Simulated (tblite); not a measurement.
Compound: C8H6S.
Atom-mapped SMILES: `[CH:1]#[C:2][c:3]1[cH:4][c:5]([CH:6]=[CH2:7])[cH:8][s:9]1` (hydrogens: H10 on C1; H11 on C4; H12 on C6; H13, H14 on C7; H15 on C8)

Geometry (GFN2-xTB, Å), atoms numbered from 1 in this order:
```
atom  x, y, z in Å
C1     3.9451   -0.6680   -0.6362
C2     2.7450   -0.7112   -0.5855
C3     1.3492   -0.7844   -0.5326
C4     0.4705    0.2057   -0.2017
C5    -0.8867   -0.2089   -0.2491
C6    -2.0425    0.6144    0.0494
C7    -2.0087    1.8900    0.4160
C8    -0.9934   -1.5236   -0.6214
S9     0.5190   -2.2711   -0.9163
H10    4.9914   -0.6131   -0.6759
H11    0.7918    1.1957    0.0653
H12   -2.9949    0.1085   -0.0477
H13   -1.0867    2.4346    0.5264
H14   -2.9122    2.4379    0.6211
H15   -1.8914   -2.0984   -0.7393
```

All values are computed: GFN2-xTB (tblite) harmonic vibrations without scaling, gas phase. Errors from tens to a few hundred cm⁻¹ against measured bands are possible. One conformer, not necessarily the lowest.

Harmonic wavenumbers (cm⁻¹): 69.1, 108.0, 118.9, 216.8, 221.0, 334.3, 410.4, 436.9, 467.2, 475.2, 518.6, 571.7, 640.6, 643.0, 693.5, 719.1, 734.4, 806.8, 879.2, 885.0, 949.6, 1009.6, 1036.1, 1111.6, 1125.7, 1164.2, 1293.8, 1388.7, 1409.9, 1467.4, 1544.3, 1673.8, 2245.5, 3053.2, 3110.9, 3133.8, 3142.8, 3154.5, 3401.6.

A = 2771, B = 951.1, C = 708.1 MHz; mass 134.019 u (most abundant isotopes); point group Cs, symmetry number 1.

Task: Zero-point energy?

Result: ½Σν̃ = 23183 cm⁻¹ = 66.28 kcal/mol.

Task: Entropy at 298.15 K, 1 bar (ideal gas, RRHO, classical rotation)?

Result: Translation 40.62, rotation 29.53, vibration 22.80: S = 92.9 cal/(mol K).

Task: And Cp and H(298.15 K) − H(0)?

Result: Cp = 35.23 cal/(mol K), of which vibrations give 27.28 (their classical limit is 39 R = 77.5); H(298.15 K) − H(0) = 6.21 kcal/mol without the zero-point energy, 3.84 from vibrations.

Task: What must be added to the electronic energy to get the Gibbs energy at 298.15 K and 1 bar?

Result: ZPE + [H(298.15 K) − H(0)] − T·S = 66.28 + 6.21 − 27.71 = 44.78 kcal/mol.

Task: Which modes carry the vibrational entropy at 298.15 K?

Result: 69.1 cm⁻¹: 4.18; 108.0 cm⁻¹: 3.30; 118.9 cm⁻¹: 3.12; 216.8 cm⁻¹: 1.99; 221.0 cm⁻¹: 1.95; 334.3 cm⁻¹: 1.24 cal/(mol K); the other 33 give 7.02 together.

Hindered rotation and anharmonicity are outside this model. Other conformers, if any are populated, would add a mixing term that is left out.

Run on an Arm Neoverse V1 with one thread (shared host). The figure is for the frequency step alone.
